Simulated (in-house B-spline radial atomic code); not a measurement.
Values are calculated unless marked as measured or tabulated.
# Correlation energy from the adiabatic connection: −Z exp(−kr)/r, Z = 3.72, k = 1.31

Two electrons in a singlet, external potential −Z exp(−kr)/r, Z = 3.72, k = 1.31 (atomic units). Full CI in B-splines (partial waves to l = 8, correlation up to 0.6 % small) with the density held fixed gives W(λ) = <V_ee>_λ − U, and E_c is the integral of W(λ) − W(0) from 0 to 1.

```tsv
λ	W(λ) − W(0) (hartree)
0	0.00000
0.02	-0.00196
0.05	-0.00487
0.12	-0.01159
0.25	-0.02376
0.4	-0.03732
0.6	-0.05467
0.8	-0.07120
1	-0.08699
```

(1) Integrate the table by the trapezoid rule.

(2) Now use only three numbers: W(0) = -1.8578, the initial slope W'(0) = -0.09803 (extrapolated from the first points) and the strong-coupling limit of the point-charge-plus-continuum model, W∞ = -2.6596. What do second-order theory and the interpolation W(λ) = W∞ + (W(0) − W∞)/√(1 + 2χλ) of Seidl, Perdew and Levy give?

## Answers

(1) The strips give -0.00002, -0.00010, -0.00058, -0.00230, -0.00458, -0.00920, -0.01259, -0.01582, which sum to -0.04518 hartree. The direct value, W(1) − W(0) + T_c with T_c = 0.04176, is -0.04523; the curve is convex, so chords lie above it and the trapezoids fall short in size by 0.11 %.

(2) Second order keeps the slope alone: E_c = W'(0)/2 = -0.04902, +8 % in size against -0.04523. Matching the slope fixes χ = W'(0)/(W∞ − W(0)) = -0.09803/(-0.80180) = 0.12226. Integrating, with s = √(1 + 2χ) = 1.115583, E_c = −(W(0) − W∞)(s − 1)/(s + 1) = −0.80180 × 0.115583/2.115583 = -0.04381 hartree, -3.2 % in size against the full result. At λ = 1 the formula gives W − W(0) = -0.08307 against -0.08699. Part of the miss can come from the model's W∞.
